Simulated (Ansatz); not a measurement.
A search over several starts for the lowest SCF solution of GeTe₂⁺ at the given spin, in a small basis.

```yaml
crystal:
  periodic: [false, false, false]
  atoms:
    - {symbol: Ge, position_ang: [-0.756560, -0.626845, 1.038223]}
    - {symbol: Te, position_ang: [-0.724541, 1.114717, -0.838959]}
    - {symbol: Te, position_ang: [1.481102, -0.487872, -0.199253]}
basis:
  gaussian: {orbitals: def2-SVP}
total_charge: 1
magnetization: {spin_polarized: true, initial_magnetization: 1}
hamiltonian: {xc: pbe0, dispersion: d4}
output: {orbitals: {seedname: orbitals}}
```

```sh
$ ansatz run in.yaml --threads 4 --pin off --events-out ev --progress --plain --max-ram 3916MiB
```

It prints (some lines left out):

```
Functional definition: PBE0
981 factors; integrals over basis functions are off by at most 2.2e-4 eV
mean field evaluation 1: about -71084.3425 eV, gradient 1.0e1 eV
mean field evaluation 2: about -71084.3870 eV, gradient 1.0e1 eV
mean field evaluation 4: about -71085.0665 eV, gradient 7.5e-1 eV
mean field evaluation 8: about -71085.1020 eV, gradient 2.6e-2 eV
mean field evaluation 16: about -71085.1021 eV, gradient 3.8e-5 eV
mean field -71085.10205434 eV, -2612.3293172843 hartree, gradient 3.9e-5 eV, S^2 0.770166; 0 other end points of the search recorded, 0 dependent functions left out
reference -71085.10207404 eV, -2612.3293180082 hartree; 40, 39 occupied and 44, 45 virtual orbitals, 981 factors
Total energy: -71085.23425367 eV, -2612.3341755202 hartree
```

Hardware: 4 threads of Arm Neoverse V1 on a shared host. Wall time 2.3 s.

In the def2 sets Te takes a core potential; there is no spin–orbit coupling. The structure comes from a short search, and lower isomers may exist.
